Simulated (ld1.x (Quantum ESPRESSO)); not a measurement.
Which change was made? (Sc, ultrasoft)

```json
{
 "Element": "scandium (Sc)",
 "Generator": "ld1.x (Quantum ESPRESSO) 7.5",
 "Type": "ultrasoft",
 "Functional": "LDA (PZ)",
 "Relativity": "scalar-relativistic",
 "Frozen core": "[Ar]",
 "Valence charge": "3",
 "Reference configuration": "3d1 4s2 4p0",
 "Partial waves": "4s (bound): rcut 3.10, rcutus 3.30 bohr; 4s channel at 0.4 Ry: rcut 3.10, rcutus 3.30 bohr; 4p (bound, empty): rcut 3.05, rcutus 3.80 bohr; 4p channel at 0.95 Ry: rcut 3.05, rcutus 3.80 bohr; 3d (bound): rcut 2.50, rcutus 2.90 bohr; 3d channel at 0.15 Ry: rcut 2.50, rcutus 2.90 bohr",
 "Local potential": "all-electron potential smoothed inside 2.60 bohr (lloc = -2)",
 "Core correction": "a·sin(br)/r model core inside 2.70 bohr",
 "Augmentation charge": "PSQ, inside the norm-conserving radii"
}
```

Cutoffs, loose and tight: the cutoffs (Ry, on a coarse ladder) from which the occupation-weighted sum of valence levels, in a spherical-Bessel basis at the reference potential, stays within 10 and 1 mRy of its value at 400 Ry. They do not see the model core or the augmentation charge, which bear on the density cutoff. Test errors are all-electron minus pseudo excitation energies from the reference, over the configurations 3d1 4s1 4p0; 3d1 4s0 4p0; 3d1 4s1.5 4p0; 3d1 4s1 4p1; 3d2 4s1 4p0; 3d1.5 4s1.5 4p0; 3d1 4s0 4p1 (two spin-polarised tests are not counted in the largest error); variants that change the core or the reference have their own tests. The largest error is taken over the tests solved by every variant that gives reliable tests at all, those not shown here included: 3d1 4s0 4p0; 3d1 4s1 4p0; 3d1 4s1.5 4p0.

The base gives: outcome: generated; cutoff, loose: 8 Ry; cutoff, tight: 12 Ry; bound ghosts: none; largest test error (meV): -2.3.

**Question.** After one change the result is: outcome: generated; cutoff, loose: 8 Ry; cutoff, tight: 12 Ry; bound ghosts: p; largest test error (meV): -2.3. Which change was it?
A. type RRKJ; waves now 4p (bound): rc 3.80 bohr; 3d (bound): rc 2.90 bohr; 4s (bound): rc 3.30 bohr; local potential the s channel; rho0 0.001
B. waves 4p (bound): rcut 2.40, rcutus 2.54 bohr; 4p channel at 0.95 Ry: rcut 2.40, rcutus 2.54 bohr
C. waves 3d (bound): rcut 2.36, rcutus 2.50 bohr; 3d channel at 0.15 Ry: rcut 2.36, rcutus 2.50 bohr

**Answer.** B. The others give: type RRKJ; waves now 4p (bound): rc 3.80 bohr; 3d (bound): rc 2.90 bohr; 4s (bound): rc 3.30 bohr; local potential the s channel; rho0 0.001 → outcome: generated; cutoff, loose: 18 Ry; cutoff, tight: 21 Ry; bound ghosts: none; largest test error (meV): -27 | waves 3d (bound): rcut 2.36, rcutus 2.50 bohr; 3d channel at 0.15 Ry: rcut 2.36, rcutus 2.50 bohr → outcome: generated; cutoff, loose: 12 Ry; cutoff, tight: 18 Ry; bound ghosts: none; largest test error (meV): -4.0.
